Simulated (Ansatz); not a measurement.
Total energies of `C[N](C)[Hf]([OH])([OH])[CH2]C(C)(C)C`.

Cartesian coordinates in Å:
```
C -0.635 -2.936 0.328
N -1.129 -1.652 0.763
C -1.058 -1.496 2.195
Hf -1.814 -0.258 -0.550
O -2.845 1.065 0.407
O -2.547 -1.129 -2.112
C -0.002 0.806 -1.357
C 1.189 1.203 -0.473
C 0.698 1.918 0.784
C 1.972 -0.043 -0.066
C 2.123 2.141 -1.238
H -0.715 -3.040 -0.758
H -1.199 -3.764 0.782
H 0.424 -3.075 0.595
H -1.472 -0.532 2.502
H -1.623 -2.283 2.716
H -0.021 -1.546 2.558
H -3.485 1.727 0.644
H -3.112 -1.408 -2.824
H -0.427 1.721 -1.808
H 0.363 0.218 -2.213
H 1.537 2.261 1.397
H 0.088 1.255 1.407
H 0.088 2.788 0.528
H 2.349 -0.570 -0.948
H 2.831 0.220 0.559
H 1.339 -0.735 0.494
H 2.488 1.664 -2.152
H 1.602 3.059 -1.526
H 2.993 2.422 -0.634
```

Charge 0, multiplicity 1. Correlated methods include outer-core shells of Hf, which these sets cover unevenly. Hf: def2 effective core potential. Geometry: relaxed with PBE0-D4/def2-TZVP. It is one conformer, not always the lowest. Basis def2-TZVPP, Ansatz 0.2.0.

RPA on PBE orbitals: Hartree–Fock energy of these orbitals -528.01960 Eh, correlation -3.64911 Eh (frozen core).

```csv
functional,energy without D4 (Eh),D4 term (kJ/mol)
LDA (SPW92),-527.50493,–
PBE,-531.16617,-78.9
revPBE,-531.65331,-223.6
r2SCAN,-531.52102,-23.3
PBE0,-531.18794,-68.6
B3LYP,-531.80569,-123.3
r2SCANh,-531.48094,-24.6
r2SCAN0,-531.42369,-26.8
HSE06 (plane-wave form),-531.15914,-64.3
BHLYP,-531.37661,-94.9
CAM-B3LYP,-531.49531,-70.1
LC-ωPBE,-531.50690,–
ωB97X-V,-531.61383,–
ωB97M-V,-531.47016,–
```

Problem. Give the same for BLYP, B97M-V, B2PLYP, PBE-QIDH. (Best estimate.)

Solution. Ansatz gave: 
| functional | energy without D4 (Eh) | D4 term (kJ/mol) |
| --- | --- | --- |
| BLYP | -531.52952 | -164.5 |
| B97M-V | -531.74271 | – |
| B2PLYP | -531.26382 | – |
| PBE-QIDH | -531.05607 | – |

B3LYP takes the VWN-RPA correlation (the form of Gaussian; ORCA's B3LYP/G). HSE06 is the plane-wave form, built on full-range PBE exchange. The double hybrids freeze the cores in their second-order part.

LC-ωPBE has ω = 0.4 bohr⁻¹.
